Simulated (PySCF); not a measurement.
Species: C4H3FN2 (charge +1 and doublet state).
Cartesian coordinates in Å at the GFN2-xTB level; atoms count from 1:
```xyz
10
C4H3FN2 angstrom
N      2.2423    2.1193   -1.3230
C      1.9282    1.1396   -0.8326
C      1.5544   -0.0995   -0.2209
N      0.4436   -0.3202    0.2758
C     -0.7520   -0.1961    0.7391
C     -1.9014   -0.5503    0.0647
F     -3.0441   -0.4423    0.6710
H      2.3350   -0.8655   -0.2179
H     -0.8387    0.1350    1.7759
H     -1.9586   -0.9154   -0.9547
```

The hyperfine couplings belong to this conformer and change with its torsions.

The species is `N#C/C=N\[CH+][CH]F` [radical] (charge +1).

Method used: UKS B3LYP, pcH-1 on C F H N, non-relativistic, mean-field spin-orbit, GIAO in PySCF. Geometry: GFN2-xTB, one conformer, isolated ion. The geometry wasn't refined by DFT: couplings that depend on bond lengths, twists or pyramidal angles can differ widely from those at the functional's own minimum, by a factor of two or more for some ions and for spin on atoms past the first row. The frame is twisted about the N4–C5 bond at this geometry (dihedral C3–N4–C5–H9 = -83°); couplings at other torsion angles weren't computed. No stability test was run, so a lower SCF solution isn't excluded.

Q: Where do the isotropic ENDOR lines of N4, F7, H8, H10 and H9 fall at 332.1 mT, to first order?

A: For S = 1/2 in fast tumbling each set of equivalent nuclei gives two lines, ν± = |νn ± a/2| to first order, with νn = g_N μN B/h and μN/h = 7.62259 MHz/T.

```csv
nuclei,isotope,g_N,νn (MHz),a_iso (MHz),lower line (MHz),upper line (MHz)
N4,14N,0.4038,1.02,28.06,13.01,15.05
F7,19F,5.2577,13.31,121.17,47.28,73.90
H8,1H,5.5857,14.14,85.24,28.48,56.76
H10,1H,5.5857,14.14,-41.34,6.53,34.81
H9,1H,5.5857,14.14,2.45,12.92,15.36
```

Q: Which pairs are centred on the nuclear Larmor frequency, and which on half the coupling?

A: Centred on νn, since |a| < 2νn: H9. Centred on |a|/2 and split by 2νn: N4, F7, H8 and H10.

Q: At what field would the lower line of F7 fall to zero frequency?

A: Where νn = |a|/2, that is B = 60.59 MHz/(5.2577 × 7.62259 MHz/T) = 1510 mT, as far as first order holds there.
